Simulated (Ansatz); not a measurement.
Start from `[CH3][GeH]([Cl])[CH]=O` and change one atom or group to get `[CH3][GeH2][CH]=O`.

Ansatz, PBE0-D4/def2-TZVP geometries, multiplicity 1. Each molecule was computed in one conformer, which needn't be the lowest.

Scalar relativity is left out up to krypton.

```tsv
property	`[CH3][GeH]([Cl])[CH]=O`
HOMO–LUMO gap (B3LYP/def2-TZVPP) / eV	4.97
LUMO energy (PBE0/def2-TZVPP) / eV	-1.78
size of the dipole moment (ωB97M-V/def2-TZVPP) / D	1.19
HOMO energy (ωB97M-V/def2-TZVPP) / eV	-9.45
HOMO–LUMO gap (ωB97M-V/def2-TZVPP) / eV	9.94
size of the dipole moment (PBE/def2-TZVPP) / D	1.12
```

Give the same properties after the change, and the shifts. (Best estimate.)

Computed: 
```
                                          property  `[CH3][GeH2][CH]=O`  shift
             HOMO–LUMO gap (B3LYP/def2-TZVPP) / eV                 5.08   0.11
                LUMO energy (PBE0/def2-TZVPP) / eV                -1.33   0.45
size of the dipole moment (ωB97M-V/def2-TZVPP) / D                 1.88   0.69
             HOMO energy (ωB97M-V/def2-TZVPP) / eV                -9.14   0.31
           HOMO–LUMO gap (ωB97M-V/def2-TZVPP) / eV                10.12   0.18
    size of the dipole moment (PBE/def2-TZVPP) / D                 1.61   0.49
```

With PBE0 the HOMO rises by 0.33 eV and the LUMO rises by 0.45 eV, so the gap widens by about 0.12 eV. PBE moves the HOMO by 0.34 eV and ωB97M-V by 0.31 eV. Dipoles are sizes alone; their direction can turn.

B3LYP here is the variant with VWN-RPA as its local correlation; programs differ in this.
